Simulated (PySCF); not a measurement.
## Unknowns

PySCF 2.14.0 with density-fitted response routines calculation with coordinates at the GFN2-xTB level and shielding tensors at PBE0/pcSseg-1 (GIAO); equivalent nuclei averaged, one conformer, in vacuum, no relativistic terms.

δ = σ(ref) − σ, references computed at the same level: TMS for ¹H, ¹³C. Where no couplings were computed, multiplicities follow the n + 1 count of equivalent neighbours, and m marks all less simple cases (inequivalent or close neighbours, rings, F or P nearby). Shifts are as computed. Against solution values, carbons near 30 ppm lie about +3 ppm off and those near 130 ppm about +5 ppm. Of 1211 compounds with measured shifts, 218 miss one by over three times the rms of a fit or turn the order of signals round; such compounds aren't used in these exercises.

(1) C6H7N3O. ¹H NMR (400 MHz, computed): δ 8.95 (m, 1H), 8.15 (s, 1H), 7.06 (m, 1H), 5.59 (m, 1H), 2.69 (s, 3H). ¹³C{¹H} NMR (computed): δ 193.4 (C), 143.4 (CH), 136.2 (CH), 136.2 (C), 115.3 (CH2), 31.4 (CH3). What is it?

(2) C9H13N. ¹H NMR (500 MHz, computed): δ 8.86 (d, 1H), 7.92 (m, 1H), 7.66 (d, 1H), 7.26 (m, 1H), 1.38 (s, 9H). ¹³C{¹H} NMR (computed): δ 175.3 (C), 154.0 (CH), 141.7 (CH), 126.0 (CH), 125.6 (CH), 40.0 (C), 32.5 (CH3). Give a structure.

Results:

(1) `InChI=1S/C6H7N3O/c1-3-9-6(5(2)10)4-7-8-9/h3-4H,1H2,2H3`. Rings plus π bonds: 5 (1 ring in the answer). 6 carbon signals for 6 carbons: no two carbons are equivalent. Carbon types of the structure: 2 × C, 2 × CH, 1 × CH2, 1 × CH3, which accounts for all hydrogens. δC 193.4: ketone carbonyl carbon; low-lying n→π* states of the double bond to the heteroatom give a large paramagnetic term (-251 ppm). δC 143.4: aromatic CH next to a ring nitrogen; the adjacent pyridine-type nitrogen withdraws density from it. δC 136.2: alkene CH; as expected for a trigonal carbon in a double bond. δC 115.3: terminal =CH2 carbon; as expected for a trigonal carbon in a double bond.

This is the structure that produced the data.

(2) 2-tert-butylpyridine (SMILES c1(C(C)(C)C)ccccn1). Rings plus π bonds: 4 (1 ring in the answer). 7 carbon signals for 9 carbons: some carbons are equivalent by symmetry or fast rotation. Carbon types of the structure: 2 × C, 4 × CH, 3 × CH3, which accounts for all hydrogens. δC 175.3: substituted aromatic carbon next to a ring nitrogen. δC 154.0: aromatic CH next to a ring nitrogen; the adjacent pyridine-type nitrogen withdraws density from it. δC 141.7, 126.0, 125.6: aromatic CH. δH 8.86: hydrogen on an aromatic CH next to a ring nitrogen; ring current plus the neighbouring ring nitrogen.

This is the structure that produced the data.
